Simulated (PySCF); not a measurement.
Level of theory: PBE0/[W def2-TZVP with ECP60, O def2-TZVP, Br def2-TZVP], scalar-relativistic core potentials, density fitting, no spin–orbit coupling, PySCF. Open shells, if any, are unrestricted.

Problem. What shape and geometry does isolated doublet WO₂Br take (every ligand bound to W)?

Solution. Formally W is in oxidation state +5, d1, with 1 unpaired electron. The Mulliken spin on W is 1.14. The polar-tensor charge on W, 1.73, is far below the formal one. The lowest minimum found is a doublet of Cs symmetry with W–Br 2.420 Å, W–O 1.698 Å (×2); Br–W–O 119.9° (×2), O–W–O 110.5°. Its harmonic wavenumbers are 94 (a'), 142 (a''), 254 (a'), 360 (a'), 1006 (a''), 1058 (a') cm⁻¹ and its dipole moment is 2.45 D.

Other isomers or separated fragments may lie lower. With open d or f shells other occupations or spin states may lie lower. With an element this heavy the missing spin–orbit coupling can shift these numbers.
